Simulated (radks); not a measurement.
The numbers below are computed, except where a source is named.
Problem. The lithium anion Li-, [He] 2s2, held by a Watson sphere: a shell of charge +1 at radius R that stands for the Madelung well of a crystal (potential energy -1/R inside, -1/r outside, in hartree with lengths in bohr). Level of theory: non-relativistic Kohn-Sham, PBE, spin-polarised, spherical densities, point nucleus (a radial shooting solver on a logarithmic mesh with Libxc functionals). Response by self-consistent Sternheimer equations with the Hartree and adiabatic LDA kernel. The sphere does not respond.

| R (bohr) | e(1s) (eV) | e(2s) (eV) | <r> 2s (bohr) | sum of <r^2> (bohr^2) | X-ray form factor at sin(theta)/lambda = 0.1 1/angstrom | alpha (bohr^3) |
|---|---|---|---|---|---|---|
| 2.59 | -51.666 | -4.317 | 3.413 | 28.21 | 2.667 | 100.6 |
| 2.63 | -51.594 | -4.296 | 3.427 | 28.44 | 2.660 | 101.9 |
| 2.86 | -51.251 | -4.178 | 3.513 | 29.78 | 2.623 | 110.1 |
| 2.88 | -51.226 | -4.168 | 3.520 | 29.90 | 2.619 | 110.9 |
| 3.47 | -50.718 | -3.860 | 3.741 | 33.58 | 2.527 | 135.9 |
| 3.88 | -50.526 | -3.652 | 3.889 | 36.23 | 2.470 | 156.1 |

Estimate the row for R = 3.58 bohr.

Solution. e(1s) (eV) -50.658; e(2s) (eV) -3.804; <r> 2s (bohr) 3.781; sum of <r^2> (bohr^2) 34.29; X-ray form factor at sin(theta)/lambda = 0.1 1/angstrom 2.511; alpha (bohr^3) 141.1.
